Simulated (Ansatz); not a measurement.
System: C2H3F2, charge 0, multiplicity 2. It need not be the lowest isomer of its formula. 
Geometry from a B3LYP-D3(BJ)/def2-TZVP (Ansatz, an electronic-structure program) optimisation:
```
C
F 1 1.3731
F 1 1.3731 2 107.64
H 1 1.0974 2 106.66 3 -114.15
C 1 1.4749 4 114.24 2 122.59
H 5 1.0792 1 119.45 4 -86.70
H 5 1.0792 6 120.76 1 -173.31
```
Charge 0, spin multiplicity 2.

Parts of the frozen-core correlation energy in 6-31G (Ansatz, hartree). Frozen orbitals: 4; correlated occupied orbitals by spin: 13 and 12; virtual: 25 and 26. Open shells are spin-unrestricted. Spin-orbit coupling is left out. Non-relativistic.

```tsv
term	value
reference (HF)	-276.22222
MP2 opposite-spin	…
MP2 same-spin	…
CCSD correlation	…
(T)	-0.00753
T1 diagnostic	0.011
largest doubles amplitude	0.025
<S^2> of the reference	0.762
```

Task: What belongs in the gaps?

Result: 
- MP2 opposite-spin, value: -0.29785
- MP2 same-spin, value: -0.09862
- CCSD correlation, value: -0.41901
